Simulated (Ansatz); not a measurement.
`F[CH](F)[AlH2]` and `FC(F)Cl` differ in one atom or group.

Ansatz, PBE0-D4/def2-TZVP geometries, multiplicity 1. 

| property | `F[CH](F)[AlH2]` |
| --- | --- |
| vertical ionisation energy (CCSD(T)/CBS(def2)) / eV | 11.06 |
| HOMO energy (PBE0/def2-TZVPP) / eV | -8.22 |
| HOMO energy (ωB97M-V/def2-TZVPP) / eV | -10.55 |
| ideal-gas entropy at 298 K and 1 bar (rigid rotor, harmonic PBE0-D4/def2-TZVP) / J/(mol·K) | 304 |
| HOMO–LUMO gap (ωB97M-V/def2-TZVPP) / eV | 11.32 |
| size of the dipole moment (B3LYP/def2-TZVPP) / D | 1.34 |

**Question.** What does the change do to each property? (An estimate is asked.)

**Answer.** The calculation gave: 
```json
{"property": "vertical ionisation energy (CCSD(T)/CBS(def2)) / eV", "`FC(F)Cl`": "12.66", "shift": "1.60"}
{"property": "HOMO energy (PBE0/def2-TZVPP) / eV", "`FC(F)Cl`": "-9.60", "shift": "-1.38"}
{"property": "HOMO energy (ωB97M-V/def2-TZVPP) / eV", "`FC(F)Cl`": "-11.93", "shift": "-1.38"}
{"property": "ideal-gas entropy at 298 K and 1 bar (rigid rotor, harmonic PBE0-D4/def2-TZVP) / J/(mol·K)", "`FC(F)Cl`": "281", "shift": "-23"}
{"property": "HOMO–LUMO gap (ωB97M-V/def2-TZVPP) / eV", "`FC(F)Cl`": "14.54", "shift": "3.22"}
{"property": "size of the dipole moment (B3LYP/def2-TZVPP) / D", "`FC(F)Cl`": "1.41", "shift": "0.07"}
```

With PBE0 the HOMO falls by 1.38 eV and the LUMO rises by 1.27 eV, so the gap widens by about 2.65 eV. PBE moves the HOMO by -1.36 eV and ωB97M-V by -1.38 eV. The zero-point energy changes by -28.9 kJ/mol with -6 modes. Dipoles are sizes alone; their direction can turn.

B3LYP here is the variant with VWN-RPA as its local correlation; programs differ in this.
